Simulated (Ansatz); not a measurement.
Computed with Ansatz on PBE0-D4/def2-TZVP structures; ΔE is electronic, products minus reactants. CBS: MP2 limit from def2 TZ/QZ plus the TZ coupled-cluster correction, frozen cores. This one scheme is used for every species. DFT in def2-TZVPP. B3LYP here is the variant with VWN-RPA as its local correlation; programs differ in this. For Br outer-core shells are correlated without core-valence functions, which leaves a few kJ/mol of doubt a bond. Scalar relativity is left out up to krypton. Each species was taken in one conformer, which may not be the lowest.

Reaction (cleavage of the Si–Si bond): `O[SiH](O)[SiH2][SiH3]` + `OB(O)Br` → `OB(Br)O[SiH3]` + `O[SiH](O)[SiH3]`

Task: Is it downhill or uphill in electronic energy at CCSD(T)/CBS, and by how much? (Estimate.)

Result: The calculation gave: Downhill: ΔE = -0.85 eV.

Task: What do these levels give: PBE-D4, r2SCAN-D4, PBE0-D4, B3LYP-D4, ωB97X-V, ωB97M-V, PBE, PBE0, B3LYP, HF/def2-TZVPP, CCSD(T)/def2-TZVPP, HF/def2-QZVPP? (Estimate.)

Result: Computed: PBE-D4 -0.58, r2SCAN-D4 -0.77, PBE0-D4 -0.65, B3LYP-D4 -0.84, ωB97X-V -0.82, ωB97M-V -0.86, PBE -0.59, PBE0 -0.66, B3LYP -0.85, HF/def2-TZVPP -1.09, CCSD(T)/def2-TZVPP -0.84, HF/def2-QZVPP -1.12 eV.

Largest T1 diagnostic among the species: 0.013.

From PBE to PBE0 (25 % exact exchange), in def2-TZVPP and without D4, ΔE moves by −0.07 eV. In def2-TZVPP, CCSD(T) changes the Hartree–Fock value by +0.26 eV (the triples alone add +0.03 eV) and MP2 by +0.19 eV.
